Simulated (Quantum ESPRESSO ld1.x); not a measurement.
Results of a calculation; reference values are marked as such.
The indium ion In42+, configuration [He] 2s2 2p3.

Code: ld1.x of Quantum ESPRESSO 7.5. Model: Dirac Kohn-Sham, LDA (Slater exchange, Perdew-Zunger correlation), spin-unpolarised, spherical densities, point nucleus; open shells are shared between the two j in proportion to 2j + 1.

Energy parts (Ry):
total: -7606.08
kinetic: 8102.82
electron-nucleus: -16145.66
Hartree: 549.55
exchange-correlation: -112.79

Orbitals (lengths in bohr, moments of r in powers of bohr; <r^-3> diverges for s and p1/2):
orbital  occ.  eigenvalue (Ry)      <r^4>  <r^-3>  <1/r>  small-component weight
1s1/2       2         -2284.04  3.672e-06       -  51.91                3.24e-02
2s1/2       2         -519.971  0.0005331       -  12.55                7.43e-03
2p1/2       1         -506.691  0.0003283       -  12.49                7.38e-03
2p3/2       2         -489.469  0.0003785    4443  11.68                7.11e-03
3s1/2       0         -218.642    0.01309       -  5.296                3.06e-03
3p1/2       0         -214.258    0.01092       -  5.258                3.03e-03
3p3/2       0         -209.479    0.01197    1260  5.032                2.95e-03

The highest occupied level is 2p3/2 at -6659.6 eV. The density falls to 0.001 e/bohr^3 at r = 0.45 bohr. For comparison, the ionisation energy in NIST's Atomic Spectra Database is 6770 eV (semi-empirical). In exact Kohn-Sham theory the highest level is minus the ionisation energy, but local and semilocal functionals leave it too shallow, through self-interaction and a potential that decays too fast; potentials with the right tail come closer. Summed over all electrons, <r^2> = 0.07916 bohr^2, which gives a Langevin (diamagnetic) susceptibility term of -0.0627 x 10^-6 cm^3/mol.

Beside tabulated values, note that spin-unpolarised runs miss the spin-polarisation part of the exchange energy of open shells.
